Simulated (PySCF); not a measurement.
H₆BClSi₂, SMILES [SiH2]([SiH2]B)Cl (PBE0/def2-SVP optimised geometry):

```
10

B      1.259     1.074     0.005
Si     1.287    -0.961     0.000
Si    -1.049    -0.961     0.000
Cl    -1.094     1.197     0.000
H      1.449     1.655     1.047
H      1.454     1.661    -1.032
H      1.811    -1.656    -1.217
H      1.812    -1.661     1.214
H     -1.812    -1.381    -1.212
H     -1.811    -1.382     1.212
```

Level of theory: PBE0/def2-TZVP (PySCF).

Problem. What are the frontier orbital energies and the dipole moment?

Solution. HOMO-2 -8.88 eV, HOMO-1 -8.67 eV, HOMO -7.68 eV, LUMO -1.46 eV, LUMO+1 -0.84 eV; dipole moment 1.73 D.

On the same geometry PBE/def2-TZVP in PySCF gives HOMO-2 -7.53 eV, HOMO-1 -7.48 eV, HOMO -6.57 eV, LUMO -2.36 eV, LUMO+1 -1.75 eV; dipole moment 1.68 D.

Meta-Löwdin charges at PBE0/def2-TZVP: B1 -0.30, Si2 0.23, Si3 0.44, Cl4 -0.17, H5 0.03, H6 0.03, H7 -0.06, H8 -0.06, H9 -0.06, H10 -0.06.
